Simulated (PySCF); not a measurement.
A structure optimised at PBE-D3(BJ)/def2-SVP, used in a PySCF frequency run:

```
C
H 1 1.1105
H 1 1.1132 2 105.81
C 1 1.5281 2 110.18 3 -118.74
H 4 1.1085 1 111.66 2 58.29
H 4 1.1101 5 107.49 1 122.29
H 4 1.1104 5 107.52 6 115.14
C 1 1.5315 2 108.21 3 116.76
H 8 1.1127 1 109.76 2 66.87
H 8 1.1132 9 106.13 1 -119.29
C 8 1.5188 9 108.64 10 -115.98
F 11 1.3922 8 110.50 9 -62.05
H 11 1.1133 12 108.28 8 -121.88
H 11 1.1150 13 108.10 12 116.75
```
Charge 0, spin multiplicity 1.

Q: Write its SMILES and formula.

A: CCCCF, C4H9F

Q: What are its rotational constants (standard atomic weights)?

A: 12.341, 2.3295, 2.1434 GHz
